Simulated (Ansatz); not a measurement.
Cu₄Se₂, relaxed as a singlet with RKS B3LYP-D4/def2-SVP in Ansatz, starting from the GFN1-xTB geometry. Force threshold 0.02 eV/Å.

The relaxation made no stability test and no search for a lower SCF solution. No other spin state of charge 0 was run. Another isomer (singlet) lies 0.92 eV lower at PBE0-D4/def2-TZVP; other spin states weren't run for this one.

Start:

```xyz
6

Cu    1.148   -0.333    1.026
Cu    0.409   -0.463   -1.450
Cu   -1.178   -0.230    0.366
Cu    0.185   -2.288    0.064
Se    0.063    1.718    1.153
Se   -0.626    1.596   -1.159
```

```csv
step,energy (eV),largest force component (eV/Å),SCF passes
1,-309232.8467,1.079,23
2,-309232.9209,0.132,24
3,-309232.9250,0.046,26
4,-309232.9260,0.014,26
```

Force components are those of the run's own axes.

End:

```xyz
6

Cu    1.1328   -0.3459    1.0221
Cu    0.3980   -0.4752   -1.4367
Cu   -1.1805   -0.2323    0.3647
Cu    0.2121   -2.3354    0.0595
Se    0.0793    1.7576    1.2023
Se   -0.6416    1.6311   -1.2120
```

By distances, no bond broke or formed. The bond that changes most is Se5–Se6, from 2.41 to 2.52 Å (atoms count from 1).

No frequencies were taken in this run, so the end may be a saddle point.

Run time 13 s (4 threads of AMD EPYC 9R45 on a shared host), peak host memory 0.86 GiB.
